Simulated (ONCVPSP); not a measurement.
## Mg (Z = 12), ONCV: configuration errors across variants

ONCVPSP 4.0.1 input, shortened (lines: element, Z, core and valence counts, functional; n l f; lmax; l rc ep ncon nbas qcut; lloc lpopt rc5 dvloc0; l nproj debl; icmod fcfact rcfact), PBE, scalar-relativistic:

```
  Mg 12.00    1    3        4      upf
    1    0    2.00
    2    0    2.00
    2    1    6.00
    3    0    2.00
    1
    0    1.45    0.00    4    8    7.20
    1    0.80    0.00    4    7   19.80
    4    5    0.60    1.00
    0    2    1.90
    1    3    1.10
    3    2.00    1.60
```

In the p channel the program set the typed energies aside and used -1.713, 0.250, 1.350 Ha.

All-electron excitation energies from the reference (eV): (1) 2s2 2p6 3s1 7.960; (2) 2s2 2p6 3s0 22.985; (3) 2s2 2p6 3s1.5 3.144; (4) 2s2 2p6 3s0 3p1 12.328.

Errors AE − PS in meV (a dash: test not solved or not reliable):

| change | (1) | (2) | (3) | (4) | bound ghosts | GHOST(+) flags above zero |
| --- | --- | --- | --- | --- | --- | --- |
| base | -0.2 | -1.3 | -0.1 | -0.5 | none | none |
| p: qcut 13.4 | -0.3 | -1.5 | -0.1 | -0.6 | none | p |
| p: qcut 16.4 | -0.3 | -1.4 | -0.1 | -0.5 | none | none |
| p: qcut 17.4 | -0.3 | -1.4 | -0.1 | -0.5 | none | none |
| p: qcut 19.5 | -0.2 | -1.3 | -0.1 | -0.5 | none | none |
| p: qcut 21.6 | -0.2 | -1.3 | -0.1 | -0.5 | none | none |
| p: qcut 23.9 | -0.2 | -1.2 | -0.1 | -0.4 | none | none |
| p: qcut 26 | -0.2 | -1.3 | -0.1 | -0.5 | none | p |
| p: qcut 27.3 | -0.3 | -1.5 | -0.1 | -0.6 | none | none |
| p: qcut 29.3 | -0.2 | -1.3 | -0.1 | -0.4 | none | none |

Task: Give the same row for: p: qcut 12.1.

Result: -0.3, -1.5, -0.1, -0.7; bound ghosts: none; GHOST(+) flags above zero: p.
